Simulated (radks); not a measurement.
The numbers below are computed, except where a source is named.
Q: The mean radii <r> (bohr) of the occupied orbitals of an atom or ion are listed with their occupations. Level of theory: non-relativistic Kohn-Sham, BLYP, spin-unpolarised, spherical densities, point nucleus (a radial shooting solver on a logarithmic mesh with Libxc functionals).

| orbital | occ. | <r> |
|---|---|---|
| 1s | 2 | 0.02134 |
| 2s | 2 | 0.09036 |
| 2p | 6 | 0.07648 |
| 3s | 2 | 0.2305 |
| 3p | 6 | 0.2204 |
| 3d | 10 | 0.1939 |
| 4s | 2 | 0.5175 |
| 4p | 6 | 0.5268 |
| 4d | 10 | 0.5501 |
| 5s | 2 | 1.275 |
| 5p | 6 | 1.434 |
| 4f | 14 | 0.6913 |
| 6s | 2 | 3.482 |

Name the element and its charge.

A: Z = 71, lutetium, charge +1: Lu+ in [Xe] 4f14 6s2. The 1s radius gives Z: for a bare nucleus <r> = 1.5/Z, 0.02113 bohr for Z = 71, and screening makes it slightly larger (0.02134 here). The occupations add up to 70, and the charge is Z minus that.
